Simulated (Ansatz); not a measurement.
One change: `CS[SiH](N)[SiH3]` becomes `N[SiH]([SiH3])Cl`.

Ansatz, PBE0-D4/def2-TZVP geometries, multiplicity 1. Each molecule was computed in one conformer, which needn't be the lowest.

| property | `CS[SiH](N)[SiH3]` |
| --- | --- |
| LUMO energy (PBE0/def2-TZVPP) / eV | 0.06 |
| LUMO energy (PBE/def2-TZVPP) / eV | -0.77 |
| HOMO–LUMO gap (ωB97M-V/def2-TZVPP) / eV | 10.54 |
| HOMO–LUMO gap (PBE/def2-TZVPP) / eV | 4.81 |
| HOMO energy (PBE0/def2-TZVPP) / eV | -6.73 |
| HOMO–LUMO gap (PBE0/def2-TZVPP) / eV | 6.79 |

(1) Give the same properties after the change, and the shifts. (Best estimate.)

## Answers

(1) The calculation gave: 
```json
{"property": "LUMO energy (PBE0/def2-TZVPP) / eV", "`N[SiH]([SiH3])Cl`": "-0.22", "shift": "-0.28"}
{"property": "LUMO energy (PBE/def2-TZVPP) / eV", "`N[SiH]([SiH3])Cl`": "-1.05", "shift": "-0.28"}
{"property": "HOMO–LUMO gap (ωB97M-V/def2-TZVPP) / eV", "`N[SiH]([SiH3])Cl`": "11.47", "shift": "0.93"}
{"property": "HOMO–LUMO gap (PBE/def2-TZVPP) / eV", "`N[SiH]([SiH3])Cl`": "5.52", "shift": "0.71"}
{"property": "HOMO energy (PBE0/def2-TZVPP) / eV", "`N[SiH]([SiH3])Cl`": "-7.90", "shift": "-1.17"}
{"property": "HOMO–LUMO gap (PBE0/def2-TZVPP) / eV", "`N[SiH]([SiH3])Cl`": "7.67", "shift": "0.88"}
```

With PBE0 the HOMO falls by 1.17 eV and the LUMO falls by 0.28 eV, so the gap widens by about 0.89 eV. PBE moves the HOMO by -0.99 eV and ωB97M-V by -1.15 eV.
